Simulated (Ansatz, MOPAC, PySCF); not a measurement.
Breaking a bond: SeH, doublet.

Levels of theory: UKS-B3LYP/3-21G = unrestricted B3LYP/3-21G (PySCF); AM1, unrestricted, heats of formation (MOPAC); UHF/LANL2DZ = unrestricted Hartree-Fock/LANL2DZ, with its core potentials past Ne (PySCF 2.14.0); FCI = full CI/aug-cc-pVDZ, cores with 3d frozen run with Ansatz (a program for electronic structure).

Energies relative to the lowest point of each curve near equilibrium, in kJ/mol; the last columns give the difference from FCI:

```json
[
 {"R / Å": "1.18", "UKS-B3LYP/3-21G": "153.3", "AM1": "47.0", "UHF/LANL2DZ": "160.7", "FCI": "159.2", "UKS-B3LYP/3-21G − FCI": "-5.9", "AM1 − FCI": "-112.1", "UHF/LANL2DZ − FCI": "1.6"},
 {"R / Å": "1.24", "UKS-B3LYP/3-21G": "89.9", "AM1": "23.6", "UHF/LANL2DZ": "93.6", "FCI": "91.4", "UKS-B3LYP/3-21G − FCI": "-1.5", "AM1 − FCI": "-67.8", "UHF/LANL2DZ − FCI": "2.2"},
 {"R / Å": "1.33", "UKS-B3LYP/3-21G": "32.5", "AM1": "4.7", "UHF/LANL2DZ": "32.5", "FCI": "30.6", "UKS-B3LYP/3-21G − FCI": "1.9", "AM1 − FCI": "-25.9", "UHF/LANL2DZ − FCI": "1.9"},
 {"R / Å": "1.37", "UKS-B3LYP/3-21G": "17.7", "AM1": "1.2", "UHF/LANL2DZ": "17.0", "FCI": "15.4", "UKS-B3LYP/3-21G − FCI": "2.3", "AM1 − FCI": "-14.2", "UHF/LANL2DZ − FCI": "1.6"},
 {"R / Å": "1.41", "UKS-B3LYP/3-21G": "8.0", "AM1": "0.0", "UHF/LANL2DZ": "6.9", "FCI": "5.9", "UKS-B3LYP/3-21G − FCI": "2.1", "AM1 − FCI": "-5.9", "UHF/LANL2DZ − FCI": "1.1"},
 {"R / Å": "1.47", "UKS-B3LYP/3-21G": "0.8", "AM1": "1.9", "UHF/LANL2DZ": "0.2", "FCI": "0.0", "UKS-B3LYP/3-21G − FCI": "0.8", "AM1 − FCI": "1.9", "UHF/LANL2DZ − FCI": "0.2"},
 {"R / Å": "1.50", "UKS-B3LYP/3-21G": "0.0", "AM1": "4.3", "UHF/LANL2DZ": "0.0", "FCI": "0.2", "UKS-B3LYP/3-21G − FCI": "-0.2", "AM1 − FCI": "4.1", "UHF/LANL2DZ − FCI": "-0.2"},
 {"R / Å": "1.55", "UKS-B3LYP/3-21G": "1.9", "AM1": "10.2", "UHF/LANL2DZ": "3.3", "FCI": "4.1", "UKS-B3LYP/3-21G − FCI": "-2.2", "AM1 − FCI": "6.1", "UHF/LANL2DZ − FCI": "-0.8"},
 {"R / Å": "1.65", "UKS-B3LYP/3-21G": "14.9", "AM1": "28.3", "UHF/LANL2DZ": "20.1", "FCI": "21.9", "UKS-B3LYP/3-21G − FCI": "-7.1", "AM1 − FCI": "6.3", "UHF/LANL2DZ − FCI": "-1.9"},
 {"R / Å": "1.71", "UKS-B3LYP/3-21G": "26.9", "AM1": "42.7", "UHF/LANL2DZ": "34.6", "FCI": "36.9", "UKS-B3LYP/3-21G − FCI": "-10.0", "AM1 − FCI": "5.8", "UHF/LANL2DZ − FCI": "-2.3"},
 {"R / Å": "1.83", "UKS-B3LYP/3-21G": "57.1", "AM1": "78.6", "UHF/LANL2DZ": "67.5", "FCI": "71.9", "UKS-B3LYP/3-21G − FCI": "-14.8", "AM1 − FCI": "6.7", "UHF/LANL2DZ − FCI": "-4.5"},
 {"R / Å": "1.97", "UKS-B3LYP/3-21G": "98.2", "AM1": "126.7", "UHF/LANL2DZ": "99.9", "FCI": "115.3", "UKS-B3LYP/3-21G − FCI": "-17.1", "AM1 − FCI": "11.4", "UHF/LANL2DZ − FCI": "-15.4"},
 {"R / Å": "2.21", "UKS-B3LYP/3-21G": "170.9", "AM1": "193.4", "UHF/LANL2DZ": "132.9", "FCI": "183.0", "UKS-B3LYP/3-21G − FCI": "-12.1", "AM1 − FCI": "10.5", "UHF/LANL2DZ − FCI": "-50.0"},
 {"R / Å": "2.43", "UKS-B3LYP/3-21G": "224.1", "AM1": "226.9", "UHF/LANL2DZ": "148.2", "FCI": "230.0", "UKS-B3LYP/3-21G − FCI": "-6.0", "AM1 − FCI": "-3.1", "UHF/LANL2DZ − FCI": "-81.9"},
 {"R / Å": "2.64", "UKS-B3LYP/3-21G": "256.6", "AM1": "—", "UHF/LANL2DZ": "156.0", "FCI": "260.6", "UKS-B3LYP/3-21G − FCI": "-4.0", "AM1 − FCI": "—", "UHF/LANL2DZ − FCI": "-104.6"},
 {"R / Å": "2.94", "UKS-B3LYP/3-21G": "281.8", "AM1": "—", "UHF/LANL2DZ": "161.4", "FCI": "285.4", "UKS-B3LYP/3-21G − FCI": "-3.6", "AM1 − FCI": "—", "UHF/LANL2DZ − FCI": "-123.9"},
 {"R / Å": "3.27", "UKS-B3LYP/3-21G": "294.5", "AM1": "—", "UHF/LANL2DZ": "163.9", "FCI": "297.1", "UKS-B3LYP/3-21G − FCI": "-2.6", "AM1 − FCI": "—", "UHF/LANL2DZ − FCI": "-133.1"},
 {"R / Å": "3.60", "UKS-B3LYP/3-21G": "300.1", "AM1": "—", "UHF/LANL2DZ": "165.0", "FCI": "301.8", "UKS-B3LYP/3-21G − FCI": "-1.7", "AM1 − FCI": "—", "UHF/LANL2DZ − FCI": "-136.8"},
 {"R / Å": "3.94", "UKS-B3LYP/3-21G": "302.7", "AM1": "—", "UHF/LANL2DZ": "165.4", "FCI": "303.7", "UKS-B3LYP/3-21G − FCI": "-1.0", "AM1 − FCI": "—", "UHF/LANL2DZ − FCI": "-138.3"},
 {"R / Å": "4.40", "UKS-B3LYP/3-21G": "304.0", "AM1": "—", "UHF/LANL2DZ": "165.7", "FCI": "304.7", "UKS-B3LYP/3-21G − FCI": "-0.7", "AM1 − FCI": "—", "UHF/LANL2DZ − FCI": "-139.0"},
 {"R / Å": "5.19", "UKS-B3LYP/3-21G": "304.4", "AM1": "—", "UHF/LANL2DZ": "165.9", "FCI": "305.1", "UKS-B3LYP/3-21G − FCI": "-0.7", "AM1 − FCI": "—", "UHF/LANL2DZ − FCI": "-139.3"},
 {"R / Å": "5.90", "UKS-B3LYP/3-21G": "304.4", "AM1": "—", "UHF/LANL2DZ": "165.9", "FCI": "—", "UKS-B3LYP/3-21G − FCI": "—", "AM1 − FCI": "—", "UHF/LANL2DZ − FCI": "—"}
]
```

UKS-B3LYP/3-21G is furthest from FCI at 1.97 (-17.1 kJ/mol, below); its mean absolute difference over the points is 4.7 kJ/mol.

AM1 is furthest from FCI at 1.18 (-112.1 kJ/mol, below); its mean absolute difference over the points is 20.1 kJ/mol.

UHF/LANL2DZ is furthest from FCI at 5.19 (-139.3 kJ/mol, below); its mean absolute difference over the points is 51.5 kJ/mol.

A dash means that the run gave no value there, or that the column was ended at a point which the program doubted or which failed a test of continuity chosen for this set; such a test can also cut sound points.

The unrestricted determinant behind UKS-B3LYP/3-21G is spin-contaminated at 2.43 to 5.90 Å (<S²> up to 1.8, against 0.75 for a pure doublet). The unrestricted determinant behind UHF/LANL2DZ is spin-contaminated at 1.83 to 5.90 Å (<S²> up to 1.8, against 0.75 for a pure doublet).
